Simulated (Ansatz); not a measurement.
This geometry of CH$_{2}$BOSe (6 atoms, charge 1, multiplicity 1) is a first-order saddle point.

Theory: Ansatz, RKS B3LYP-D4/def2-SVP.

```xyz
6
Properties=species:S:1:pos:R:3
B -0.829 0.910 -0.156
Se -0.198 -0.966 -1.019
C 1.081 -1.194 0.200
O 1.911 -1.386 0.949
H -0.275 1.852 -0.631
H -1.690 0.783 0.657
```

(1) Which two structures does it join? (They come from a converged band through this point; their orientation in space is the band's.)

(2) How far does it lie above each of them?

Answers

(1) No bond is made or broken. The dihedral H6–B1–Se2–C3 goes from 0 to -180°. The two ends are copies of one structure, up to a mirror image or an exchange of like atoms.

Initial state:

```xyz
6
Properties=species:S:1:pos:R:3
B -0.481 1.077 -0.228
Se 0.549 -0.371 -1.165
C 0.657 -1.460 0.292
O 0.745 -2.161 1.171
H -0.703 1.970 -0.990
H -0.767 0.944 0.921
```

Final state:

```xyz
6
Properties=species:S:1:pos:R:3
B -0.482 1.077 -0.229
Se 0.545 -0.373 -1.165
C 0.658 -1.459 0.294
O 0.750 -2.159 1.173
H -0.764 0.948 0.921
H -0.706 1.967 -0.993
```

(2) 0.55 eV above the first and 0.55 eV above the second. This is the barrier of this one path; another mechanism may lie lower. Limits of this set-up: the dipole of an ion depends on the origin.

Time of the run: 2.3 min on 1 thread of Arm Neoverse V2 (shared host), peak memory 0.17 GiB.
